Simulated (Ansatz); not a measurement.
# Which method gave which barrier?

Saddle point of Si2H7Br, singlet (Si₂H₆ ([SiH3][SiH3]) + HBr → Si₂H₅Br ([SiH3][SiH2][Br]) + H₂; bonds formed: Si1–Br7, H2–H6; bonds broken: Si1–H2, H6–Br7), PBE0-D4/def2-TZVP structure:

```
atom    x (Å)    y (Å)    z (Å)
 Si1  -0.6486  -0.5661  -0.3480
  H2   0.2387  -1.0903  -1.7445
  H3  -0.6146  -2.0566  -0.1529
  H4  -2.0357  -0.2665  -0.7487
 Si5   0.5110   0.4790   1.3807
  H6   0.2608  -0.2374  -1.8802
 Br7   0.0270   1.7167  -1.6947
  H8   0.4343  -0.3699   2.6040
  H9  -0.0984   1.8035   1.6320
 H10   1.9256   0.5877   0.9522
```

Program: Ansatz 0.2.0. Basis: def2-TZVPP, with def2-QZVPP for the basis limit. Cores are frozen in the correlated methods. Filled d shells of the heavier atoms are correlated. The def2 sets are not built for correlating such inner shells, so the correlated values are less sure here. Extrapolation: Hartree–Fock as exp(−7.88 √X), correlation as X^−2.97. Four methods, as single points on the PBE0-D4 structures, gave these electronic barriers from the start structure: 1.187, 1.284, 1.610, 1.986 eV.

Question: The methods were, in alphabetical order, CCSD(T), HF, PBE-D4, r2SCAN-D4. Which gave which? (A judgement: the text doesn't fix the answer.)

Answer: Computed: PBE-D4 1.187; r2SCAN-D4 1.284; CCSD(T) 1.610; HF 1.986 eV. For comparison, CCSD(T) at an estimated basis limit (MP2 extrapolated from triple and quadruple zeta, plus CCSD(T) − MP2 in triple zeta) gives 1.475 eV.

T1 diagnostic: at most 0.012.

Labels in which every atom is bracketed show which atoms are joined, not bond orders.

For scale, one of the runs: CCSD(T)/def2-TZVPP, 230 basis functions, launched by `ansatz run in.yaml --threads 4 --pin off --events-out ev --progress --plain --max-ram 9574MiB`. The run took 81 s on 4 CPU threads of an Arm Neoverse V2 (shared host), with 3.6 GiB of host memory at its peak.
